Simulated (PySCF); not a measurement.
C8H7FO2.
Numbering: `[O:1]=[C:2]([OH:3])[CH2:4][c:5]1[cH:6][cH:7][cH:8][c:9]([F:10])[cH:11]1` (hydrogens: H12 on O3; H13, H14 on C4; H15 on C6; H16 on C7; H17 on C8; H18 on C11)

Theory: PySCF 2.14.0, PBE0-D3(BJ)/def2-SVP geometry optimisation, gas phase.

Task: What internal coordinates does the optimisation give?

Result: 
```csv
bond,length (Å),order
O1=C2,1.203,double
C2–O3,1.337,single
C2–C4,1.509,single
C4–C5,1.512,single
C5–C6,1.397,aromatic
C6–C7,1.395,aromatic
C7–C8,1.392,aromatic
C8–C9,1.391,aromatic
C9–F10,1.331,single
C9–C11,1.387,aromatic
C5–C11,1.399,aromatic
O3–H12,0.970,single
"C4–H13, C4–H14",1.099,single
C6–H15,1.092,single
C7–H16,1.092,single
C8–H17,1.091,single
C11–H18,1.092,single
```

Bonds in one row agree within 0.01 Å and their mean is given. Orders are formal, as drawn. A selection of angles:
```csv
angle,degrees
O1–C2–O3,122.9
O1–C2–C4,124.7
O3–C2–C4,112.4
C2–C4–C5,111.0
C4–C5–C6,120.9
C4–C5–C11,119.8
C6–C5–C11,119.4
C5–C6–C7,120.4
C6–C7–C8,120.6
C7–C8–C9,118.4
C8–C9–F10,119.0
C8–C9–C11,122.1
F10–C9–C11,118.9
C5–C11–C9,119.2
H12–O3–C2,106.5
```

Torsions: O1–C2–C4–C5 -80° (synclinal); C2–C4–C5–C6 -124° (anticlinal); H12–O3–C2–O1 1° (synperiplanar). The mirror-image conformer, all signs reversed, is as good.

Of the pairs four or more bonds apart, O1···H18 is among the closest relative to their van der Waals radii: 2.60 Å, 96 % of the sum of Bondi's values. The 8 C–C bonds span 1.387 Å (C9–C11, aromatic) to 1.512 Å (C4–C5, drawn single), a spread of 0.125 Å. The C–O distances run from 1.203 Å (O1=C2, drawn double) to 1.337 Å (C2–O3, drawn single), a spread of 0.134 Å. The 6-membered ring C5–C6–C7–C8–C9–C11 has internal angles of 118.4° to 122.1°; it is planar, 0.00 Å rms from its mean plane, widest ring torsion 0°.

Point group: C1 (no symmetry element, even within 0.4 Å). Whether it is a minimum is left open (no frequencies). One conformer, not necessarily the lowest (O1–C2–O3–H 1°, O1–C2–C4–C5 -80°, C2–C4–C5–C6 -124°).
